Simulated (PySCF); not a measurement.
Can point charges reproduce the dipole moment of `CCC1=CSC2=C1C=CN=C2`?

Coordinates (PBE0-D3(BJ)/def2-SVP, Å) and charges (e) from the PBE0/pcSseg-1 density (PySCF):

```
atom       x       y       z  Mulliken      IAO  Hirshfeld  ESP-fitted
  C1  -2.629  -1.015   0.120   -0.2780  -0.4053    -0.1134     -0.3481
  C2  -1.790  -0.345  -0.965   -0.1206  -0.2525    -0.0618     +0.2539
  C3  -0.703   0.528  -0.413   -0.1250  -0.0220    -0.0102     -0.5133
  C4  -0.746   1.891  -0.350   -0.2797  -0.2967    -0.0714     -0.1924
  S5   0.635   2.623   0.393   +0.3294  +0.3100    +0.0907     +0.0434
  C6   1.347   1.062   0.656   -0.4942  -0.1673    -0.0350     -0.5372
  C7   2.578   0.755   1.249   +0.2766  -0.0099    +0.0092     +0.5121
  N8   2.999  -0.491   1.374   -0.4233  -0.2803    -0.1677     -0.7630
  C9   2.220  -1.483   0.916   +0.1646  -0.0242    +0.0046     +0.6001
 C10   0.987  -1.290   0.313   -0.1750  -0.1862    -0.0556     -0.9279
 C11   0.517   0.026   0.172   +0.0865  -0.0031    -0.0106     +0.9342
 H12  -3.406  -1.657  -0.321   +0.1208  +0.1402    +0.0432     +0.0765
 H13  -3.126  -0.262   0.751   +0.1203  +0.1414    +0.0386     +0.1110
 H14  -2.010  -1.640   0.781   +0.1248  +0.1383    +0.0375     +0.0955
 H15  -1.337  -1.115  -1.613   +0.1354  +0.1412    +0.0423     +0.0044
 H16  -2.439   0.258  -1.619   +0.1246  +0.1421    +0.0446     +0.0212
 H17  -1.549   2.531  -0.718   +0.1160  +0.1709    +0.0591     +0.2411
 H18   3.232   1.549   1.628   +0.1038  +0.1559    +0.0523     +0.0762
 H19   2.614  -2.498   1.041   +0.1085  +0.1541    +0.0501     +0.0244
 H20   0.402  -2.142  -0.041   +0.0846  +0.1534    +0.0534     +0.2879
```

Problem. What dipole does each set of charges give (1 e·Å = 4.803 D), and what does the density give?

Solution. The full density gives (-2.91, 0.03, -1.31) D, 3.19 D in size; dipole vectors point from the negative to the positive end.

| scheme | μx | μy | μz | size (D) | share of the full size (%) | angle to the full dipole (°) |
| --- | --- | --- | --- | --- | --- | --- |
| Mulliken | -2.80 | -0.41 | -0.78 | 2.93 | 92 | 12 |
| IAO | -1.96 | 1.49 | -0.78 | 2.58 | 81 | 35 |
| Hirshfeld | -1.58 | 0.78 | -0.72 | 1.90 | 60 | 24 |
| ESP-fitted | -2.90 | 0.03 | -1.32 | 3.19 | 100 | 0 |

Problem. Which set comes closest?

Solution. Length of the difference vector: ESP-fitted 0.02 D, Mulliken 0.69 D, Hirshfeld 1.64 D, IAO 1.83 D. Closest: ESP-fitted. The schemes that divide the density aren't constrained to reproduce the dipole.

Problem. What is left for the Hirshfeld atoms' own dipoles?

Solution. The Hirshfeld atoms' densities add up to the full density, so μ = Σ q r + Σ (atomic dipoles). The atomic dipoles sum to (-2.91, 0.03, -1.31) − (-1.58, 0.78, -0.72) = (-1.33, -0.75, -0.59) D, 1.64 D in size.

Problem. With the origin at the mean of the coordinates, (-0.110, -0.136, 0.168) Å, which are the largest single terms, by size, of the Hirshfeld dipole along the direction of the full one?

Solution. N8 +2.68, C1 -1.26, H18 -0.91, H19 -0.69, H12 +0.66 D; all 20 atoms together +1.74 D. The single terms depend on the origin, their sum doesn't.

Problem. Give the size of the full dipole in other units.

Solution. 3.19 D = 1.256 au = 0.665 e·Å = 10.65 × 10⁻³⁰ C·m.

One conformer (not necessarily the lowest) at the PBE0-D3(BJ)/def2-SVP geometry, without solvent, vibrations or thermal averaging.

Shape of the structure used: `[CH3:1][CH2:2][c:3]1[cH:4][s:5][c:6]2[cH:7][n:8][cH:9][cH:10][c:11]12`: C1–C2–C3–C4 -102°.
